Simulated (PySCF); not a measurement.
# Nuclear quadrupole coupling in `CCN(C)N(C)C1CC1`

Compound: C₇H₁₆N₂.
Cartesian coordinates in Å at the GFN2-xTB level; atoms count from 1:
```xyz
25
C7H16N2 angstrom
C      2.160    1.206    0.031
C      1.950   -0.255    0.401
N      0.561   -0.507    0.746
C      0.363   -1.811    1.352
N     -0.302   -0.190   -0.327
C     -0.443   -1.187   -1.374
C     -1.572    0.285    0.132
C     -2.117    1.521   -0.523
C     -1.605    1.577    0.883
H      3.200    1.376   -0.238
H      1.904    1.842    0.873
H      1.525    1.468   -0.810
H      2.297   -0.899   -0.427
H      2.546   -0.503    1.283
H      0.730   -2.646    0.735
H     -0.698   -1.954    1.547
H      0.890   -1.829    2.305
H      0.543   -1.525   -1.688
H     -0.935   -0.713   -2.222
H     -1.040   -2.060   -1.070
H     -2.298   -0.480    0.421
H     -1.516    1.978   -1.292
H     -3.181    1.587   -0.693
H     -0.659    2.064    1.054
H     -2.313    1.680    1.690
```

Field gradients from the PBE0/pcSseg-1 density (PySCF, non-relativistic), principal values in atomic units, ordered |Vxx| ≤ |Vyy| ≤ |Vzz|:

| atom | Vxx | Vyy | Vzz |
| --- | --- | --- | --- |
| N3 | 0.5083 | 1.0057 | -1.5140 |
| N5 | 0.5220 | 0.9829 | -1.5050 |

Q: Find the asymmetry η = (Vxx − Vyy)/Vzz and the couplings χ = eQV/h (234.96 MHz × Q in barn × V in au), with Q(14N) = 0.02044 b.

A: 
```csv
atom,environment,nucleus,η,χzz (MHz),χxx (MHz),χyy (MHz)
N3,hydrazine nitrogen,14N,0.33,-7.27,2.44,4.83
N5,hydrazine nitrogen,14N,0.31,-7.23,2.51,4.72
```

Q: What is Vzz at N5 in SI units (1 au = 9.71736 × 10²¹ V/m²)?

A: -1.5050 au = -14.624 × 10²¹ V/m².

Q: And the gradient at the other heavy atoms, for which no coupling is worked out here?

A: 
```tsv
atom	environment	Vzz (au)	η
C1	methyl carbon	0.069	0.67
C2	sp3 carbon bound to nitrogen	0.196	0.18
C4	N-methyl carbon	0.191	0.17
C6	N-methyl carbon	0.201	0.17
C7	sp3 carbon bound to nitrogen	-0.246	0.95
C8	three-membered-ring carbon	0.181	0.16
C9	three-membered-ring carbon	0.185	0.11
```

Were the hydrogens deuterons (Q(2H) = 0.00286 b), χzz would run from 188 kHz (H13) to 226 kHz (H24).

Geometry: GFN2-xTB, one conformer, isolated molecule. GFN2-xTB bond lengths can be off by several hundredths of an ångström, more for odd bonds, and the gradients follow them. With so small a basis the couplings can be 20 % off.
